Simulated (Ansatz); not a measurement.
Cost and result for the atomization energy of C₃H₆GaN (`[CH3][Ga]([CH3])[C]#N`) (11 atoms, 10 bonds).

Cartesian coordinates in Å:
```
C 0.646 1.592 -0.765
Ga -0.095 0.043 0.164
C -0.054 -1.862 -0.259
C -1.057 0.482 1.827
N -1.621 0.739 2.801
H 1.170 1.318 -1.681
H -0.157 2.292 -1.011
H 1.339 2.120 -0.105
H -1.075 -2.241 -0.345
H 0.482 -2.072 -1.184
H 0.422 -2.409 0.559
```

The species carries charge 0 and has multiplicity 1. Correlated methods include outer-core shells of Ga, which these sets cover unevenly. Scalar relativity is left out up to krypton. The structure was optimised at the PBE0-D4/def2-TZVP level. Program: Ansatz. Hardware: A = 2 threads of an AMD EPYC 7R13 on a shared host; B = 2 threads of an AMD EPYC 7R13 on a shared host and a share of an NVIDIA H100 80 GB. Times are those of one run each, without the atoms' runs, and a repeat can differ threefold. Electronic energies, without spin–orbit coupling; frozen cores. CCSD(T)/CBS adds CCSD(T) − MP2 in def2-TZVPP to the MP2 limit, and its time is that of the two runs behind it. T1 = 0.012. With those shells the extrapolation isn't a true limit. B3LYP takes the VWN-RPA correlation (the form of Gaussian; ORCA's B3LYP/G).

CCSD(T)/CBS is a level of theory with its own doubt, some kJ/mol a heavy atom from the limit and from the frozen cores, so smaller differences don't rank the functionals.

```tsv
level	functions	wall time
revPBE-D4/def2-TZVPP [A]	256	4.1 s
BLYP-D4/def2-TZVPP [A]	256	4.2 s
BHLYP-D4/def2-TZVPP [A]	256	7.5 s
CAM-B3LYP-D4/def2-TZVPP [A]	256	7.5 s
r2SCAN-D4/def2-TZVPP (with forces) [A]	256	9 s
MP2/def2-QZVPP [B]	497	10 s
PBE-QIDH/def2-TZVPP [A]	256	13 s
CCSD(T)/def2-TZVPP [B]	256	14 s
ωB97X-V/def2-TZVPP [A]	256	14 s
B2PLYP/def2-TZVPP [A]	256	15 s
B3LYP-D4/def2-TZVPP (with forces) [A]	256	16 s
CCSD(T)/def2-SVP [A]	118	21 s
CCSD(T)/CBS(def2)	–	24 s
```

Q: What atomization energy does each give, and how far from CCSD(T)/CBS? (Best estimate.)

A: Computed: 
```json
{"level": "revPBE-D4/def2-TZVPP [A]", "atomization (kJ/mol)": "4245.4", "difference from CCSD(T)/CBS": "-21.5", "per bond": "-2.2"}
{"level": "BLYP-D4/def2-TZVPP [A]", "atomization (kJ/mol)": "4253.9", "difference from CCSD(T)/CBS": "-13.0", "per bond": "-1.3"}
{"level": "BHLYP-D4/def2-TZVPP [A]", "atomization (kJ/mol)": "4125.3", "difference from CCSD(T)/CBS": "-141.6", "per bond": "-14.2"}
{"level": "CAM-B3LYP-D4/def2-TZVPP [A]", "atomization (kJ/mol)": "4271.0", "difference from CCSD(T)/CBS": "4.1", "per bond": "0.4"}
{"level": "r2SCAN-D4/def2-TZVPP (with forces) [A]", "atomization (kJ/mol)": "4260.1", "difference from CCSD(T)/CBS": "-6.8", "per bond": "-0.7"}
{"level": "MP2/def2-QZVPP [B]", "atomization (kJ/mol)": "4310.0", "difference from CCSD(T)/CBS": "43.1", "per bond": "4.3"}
{"level": "PBE-QIDH/def2-TZVPP [A]", "atomization (kJ/mol)": "4250.4", "difference from CCSD(T)/CBS": "-16.5", "per bond": "-1.7"}
{"level": "CCSD(T)/def2-TZVPP [B]", "atomization (kJ/mol)": "4173.9", "difference from CCSD(T)/CBS": "-93.0", "per bond": "-9.3"}
{"level": "ωB97X-V/def2-TZVPP [A]", "atomization (kJ/mol)": "4270.4", "difference from CCSD(T)/CBS": "3.5", "per bond": "0.3"}
{"level": "B2PLYP/def2-TZVPP [A]", "atomization (kJ/mol)": "4230.9", "difference from CCSD(T)/CBS": "-36.0", "per bond": "-3.6"}
{"level": "B3LYP-D4/def2-TZVPP (with forces) [A]", "atomization (kJ/mol)": "4252.8", "difference from CCSD(T)/CBS": "-14.1", "per bond": "-1.4"}
{"level": "CCSD(T)/def2-SVP [A]", "atomization (kJ/mol)": "4058.5", "difference from CCSD(T)/CBS": "-208.4", "per bond": "-20.8"}
{"level": "CCSD(T)/CBS(def2)", "atomization (kJ/mol)": "4266.9", "difference from CCSD(T)/CBS": "0.0", "per bond": "0.0"}
```

From r2SCAN to r2SCAN0 (25 % exact exchange), in def2-TZVPP and without D4, the atomization energy moves by −69.9 kJ/mol: exact exchange takes away binding that semilocal exchange gives to molecules. At CCSD(T), def2-SVP lies −208.5 kJ/mol from the extrapolated value and def2-TZVPP −93.1 kJ/mol: correlation converges slowly with the basis, and small sets miss more of it in the bonded molecule than in its fragments. In def2-TZVPP, CCSD(T) changes the Hartree–Fock value by +1092.9 kJ/mol (the triples alone add +71.0 kJ/mol) and MP2 by +1174.5 kJ/mol; breaking electron pairs costs correlation energy, which Hartree–Fock lacks.
